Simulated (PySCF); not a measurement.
C₂H₇AlO₂.

```xyz
12

Al     0.0000     0.0000     1.0556
H      0.0000     0.0000     2.6173
O     -1.4897     0.0000     0.2511
C     -2.0818     0.0000    -1.0104
H     -2.7245     0.8902    -1.1409
H     -1.3426     0.0000    -1.8350
H     -2.7245    -0.8902    -1.1409
O      1.4897     0.0000     0.2511
C      2.0818     0.0000    -1.0104
H      1.3426     0.0000    -1.8350
H      2.7245     0.8902    -1.1409
H      2.7245    -0.8902    -1.1409
```
Charge 0, spin multiplicity 1.

Geometry: B3LYP-D3(BJ)/def2-SVP. The structure was generated by enumeration; whether it is a known compound was not checked. Other conformers were not sampled.

Computed with PBE/pcSseg-1 (PySCF). Non-relativistic, no solvent.

### Question
Give the absolute GIAO shielding of each atom: isotropic value and principal components (ppm). (An estimate is asked for; the answer gives what the named calculation found.)

### Answer

```tsv
atom	σ(iso)	σ11	σ22	σ33	span
Al1	458.2	404.8	465.4	504.5	99.8
H2	27.8	23.8	25.5	34.0	10.2
O3	283.5	220.9	308.1	321.6	100.7
C4	121.8	92.0	95.0	178.3	86.3
H5	27.0	23.2	24.5	33.3	10.1
H6	26.7	22.1	25.6	32.6	10.5
H7	27.0	23.2	24.5	33.3	10.1
O8	283.5	220.9	308.1	321.6	100.7
C9	121.8	92.0	95.0	178.3	86.3
H10	26.7	22.1	25.6	32.6	10.5
H11	27.0	23.2	24.5	33.3	10.1
H12	27.0	23.2	24.5	33.3	10.1
```
